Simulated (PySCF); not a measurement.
# Molecular orbitals of CdO

BHandHLYP at R = 2.101 Å; PySCF, scalar-relativistic core potentials, basis sets Cd def2-TZVPP with ECP28, O def2-TZVPP. State: ³Π (triplet), unpaired electrons σ ↑, π ↑. Only the outer orbitals are listed, counted within each symmetry, core potentials removing the inner ones.

```tsv
spin	orbital	occ.	ε (eV)	on Cd (%)	main shells (%)
α	3π	1	-12.35	3	97 O p
α	6σ	1	-11.63	21	79 O p, 14 Cd s
α	3π	1	-10.29	3	97 O p
α	7σ	1	-7.22	92	79 Cd s, 12 Cd p, 8 O p
α	4π	0	-0.28	101	100 Cd p
α	4π	0	-0.16	100	100 Cd p
β	3π	1	-9.17	4	96 O p
β	6σ	1	-8.95	39	60 O p, 36 Cd s
β	7σ	0	-2.67	78	63 Cd s, 22 O p, 14 Cd p
β	3π	0	-1.46	41	59 O p, 40 Cd p
β	4π	0	0.18	99	99 Cd p
```

Which are the highest filled and the lowest empty level, where do they sit, and how wide is the gap?

Highest filled α 7σ at -7.22 eV (in %: 79 Cd s, 12 Cd p, 8 O p); lowest empty β 7σ at -2.67 eV (in %: 63 Cd s, 22 O p, 14 Cd p); the gap at BHandHLYP is 4.55 eV.

- bond order (Mayer): 0.73
- ⟨S²⟩: 2.023
- charge on Cd (Mulliken, basis-dependent): 0.46
- charge on Cd (Löwdin, basis-dependent): 0.40
- dipole moment (positive dipole means Cd(−)O(+)): -3.03 D

Shares are Mulliken populations and can fall outside 0 to 100 %.

Spin–orbit coupling is left out. The state is the lowest determinant that a PBE0 search found; another state may lie lower at other levels.
